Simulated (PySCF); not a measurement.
# Nuclear repulsion and electron count by hand

System: hydrogen chloride (HCl), singlet, at a GFN2-xTB geometry. Level: CCSD(T)/def2-SVP (PySCF). Sums are taken with unrounded values, so a last digit can differ.

Coordinates (Å):

```
atom        x        y         z
----  -------  -------  --------
Cl1   0.00000  0.00000  -0.07095
H2    0.00000  0.00000   1.20608
```

**Question.** Work out the nuclear repulsion energy and the numbers of alpha and beta electrons.

**Answer.** In atomic units each pair adds Z_i Z_j / r_ij, with r in bohr (1 bohr = 0.529177 Å).
| pair | r (Å) | r (bohr) | Z_i Z_j | term (Eh) |
|---|---|---|---|---|
| Cl1-H2 | 1.2770 | 2.4132 | 17 | 7.0445 |
The sum is 7.0445 Eh; PySCF gives 7.0445 Eh. The atomic numbers add up to 18, so at charge +0 there are 18 electrons; multiplicity 1 means 0 unpaired, so 9 alpha and 9 beta.
